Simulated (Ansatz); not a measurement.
Mulliken charges of CH3Cl3OZr, SMILES `C[O][Zr]([Cl])([Cl])[Cl]` from B3LYP/def2-TZVPP in Ansatz (PBE0-D4/def2-TZVP geometry).

```
atom   x (Å)   y (Å)   z (Å)  charge (e)
  C1   0.441  -1.389   0.927      -0.124
  O2   0.085  -0.265   0.177      -0.457
 Zr3  -0.392   1.236  -0.825       1.121
 Cl4  -1.928   0.566  -2.462      -0.296
 Cl5   1.546   2.103  -1.815      -0.296
 Cl6  -1.356   2.806   0.622      -0.296
  H7  -0.031  -2.279   0.504       0.116
  H8   1.526  -1.515   0.911       0.116
  H9   0.109  -1.263   1.961       0.116
```

**Question.** By hand: the dipole of these point charges (1 e Å = 4.8032 D).

**Answer.** Σ q r = (0.168, -0.528, 0.353) e Å, of length 0.657 e Å = 3.16 D.

**Question.** How does the dipole of the full density compare? (An estimate is asked.)

**Answer.** Ansatz gave: (0.182, -0.574, 0.383) e Å, 3.43 D; the point charges give 0.92 times that, at 0° from its direction.

Point charges leave out the atoms' own dipoles, such as those of lone pairs, and Mulliken's split depends on the basis, so the close match here is no proof of good charges.

B3LYP here is the variant with VWN-RPA as its local correlation; programs differ in this.
